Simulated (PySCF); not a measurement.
A GIAO shielding run with PySCF (density fitting, non-relativistic, gas phase) on SMILES CCC1=C(C)CC[P@@]1(C)=S, C$_{8}$H$_{15}$PS:

```
$ OMP_NUM_THREADS=1 python probes_run.py task.json out

{"job": {"kind": "nmr", "xc": "WP04", "basis": "pcSseg-1", "pop": false}, "charge": 0, "multiplicity": 1}
C     -2.592501    -1.154405     0.205730
C     -1.494259    -1.019517    -0.847258
C     -0.326694    -0.229485    -0.339818
C     -0.137087     1.104734    -0.374178
C     -1.057751     2.097761    -1.001157
C      1.133248     1.624860     0.262314
C      1.743120     0.528170     1.138774
P      1.048516    -1.052898     0.512296
C      2.178060    -1.606426    -0.809861
S      0.625240    -2.466161     1.791080
H     -2.190119    -1.640274     1.107045
H     -3.432374    -1.757420    -0.172828
H     -2.982436    -0.166709     0.494615
H     -1.894827    -0.558696    -1.765660
H     -1.150462    -2.028877    -1.130256
H     -1.902994     1.623123    -1.517441
H     -0.515856     2.728299    -1.725383
H     -1.462493     2.779838    -0.234539
H      0.924560     2.538016     0.845413
H      1.835201     1.936622    -0.533602
H      1.397305     0.602848     2.180526
H      2.842486     0.514941     1.146343
H      3.089749    -2.006367    -0.342808
H      1.691513    -2.418654    -1.367475
H      2.425227    -0.780496    -1.493707
```

Hardware: 1 thread of an Arm Neoverse N1, shared host. The job also computes ring-centre shieldings.

**Question.** How large is the calculation?

**Answer.** 94 electrons, 259 basis functions and 1384 auxiliary functions.

**Question.** How long does it take, and how much memory does it need?

**Answer.** 2.2 min of wall time, with 14 SCF cycles and 4 response iterations; peak memory 1.3 GiB. Times on a shared host scatter by some tens of per cent.

**Question.** And these other runs on the same molecule and hardware: GIAO shielding at PBE0/pcSseg-1?

**Answer.** PBE0/pcSseg-1: 259 functions, 2.7 min.
